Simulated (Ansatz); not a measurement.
Two structures of Zn2SiH2O3F4, closed shell, reached by relaxing down either side of one saddle point (PBE0-D4/def2-TZVP). Energies are electronic, without zero-point energy. Program: Ansatz 0.2.0. Basis: def2-TZVPP and def2-QZVPP. Cores are frozen in the correlated methods. The 3s and 3p shells of Cu and Zn are frozen; filled d shells are correlated. Extrapolation: Hartree–Fock as exp(−7.88 √X), correlation as X^−2.97. First:

```
12
angstrom
Si 2.3443 -0.5698 -0.7233
F 3.8465 0.0133 -0.5582
F 2.2754 -0.4863 -2.3033
F 2.6058 -1.9769 -0.0459
F 0.5803 -0.9611 -0.7237
H 2.3799 1.3624 0.5457
O 1.7272 0.7344 0.2266
Zn -0.2079 0.4956 0.3461
O -1.7161 1.1540 0.9685
Zn -3.3555 0.5204 0.9387
O -5.0228 -0.0444 1.0802
H -5.4571 -0.2417 0.2485
```

Second:

Si1  (1.845, -1.327, -1.201)
F2  (2.142, 1.947, 1.066)
F3  (2.459, -0.935, -2.595)
F4  (2.824, -2.363, -0.539)
F5  (0.480, -2.072, -1.476)
H6  (2.445, 1.240, 0.511)
O7  (1.620, -0.056, -0.277)
Zn8  (0.197, 0.755, 0.538)
O9  (-1.290, 1.355, 1.238)
Zn10  (-2.974, 0.931, 0.974)
O11  (-4.697, 0.665, 0.691)
H12  (-5.052, -0.140, 1.072)
(Å)

(1) Which bonds change from the first to the second?

(2) Give the saddle point's structure and its height above each. (Judge from chemistry; the value comes from the calculation.)

No T1 diagnostic of these runs exceeds 0.016.

Answers

(1) Zn₂SiH₂O₃F₄ ([OH][Zn][O][Zn]1[OH][Si]([F])([F])([F])[F]1) → Zn₂SiHO₃F₃ ([OH][Zn][O][Zn][O][Si]([F])([F])[F]) + HF; bonds formed: F2–H6; dative contacts that become bonds: Si1–O7; bonds broken: Si1–F2, F5–Zn8, H6–O7.

(2) Computed: 27.05 kcal/mol above the first and 21.25 kcal/mol above the second (CCSD(T) at an estimated basis limit (MP2 extrapolated from triple and quadruple zeta, plus CCSD(T) − MP2 in triple zeta)).
```
12
angstrom
Si 1.8857 -0.6093 -0.6950
F 3.6175 0.1957 -0.4114
F 2.0812 -0.4615 -2.2495
F 2.4221 -1.9562 -0.0833
F 0.2726 -0.9607 -0.6847
H 2.8605 0.8392 0.1511
O 1.6535 0.7382 0.2715
Zn -0.1006 1.0012 0.7172
O -1.7038 1.4323 1.2549
Zn -3.2317 0.6261 0.9089
O -4.8554 -0.0285 0.6824
H -4.9016 -0.8164 0.1379
```

The step is the kind of ligand exchange by which a precursor binds to a hydroxyl group, or is hydrolysed, in atomic layer deposition of oxides. Here a small cluster stands in for the surface site.

Labels in which every atom is bracketed show which atoms are joined, not bond orders.

For scale, one of the runs: CCSD(T)/def2-TZVPP, 415 basis functions, launched by `ansatz run in.yaml --threads 4 --pin off --events-out ev --progress --plain --max-ram 66560MiB --backend cuda --devices 0, --max-vram 37GiB`. Time: 3.1 min of wall clock on 4 CPU threads of an AMD EPYC 7R13 and a share of one NVIDIA H100; the host was shared. Peak host memory: 1.7 GiB.
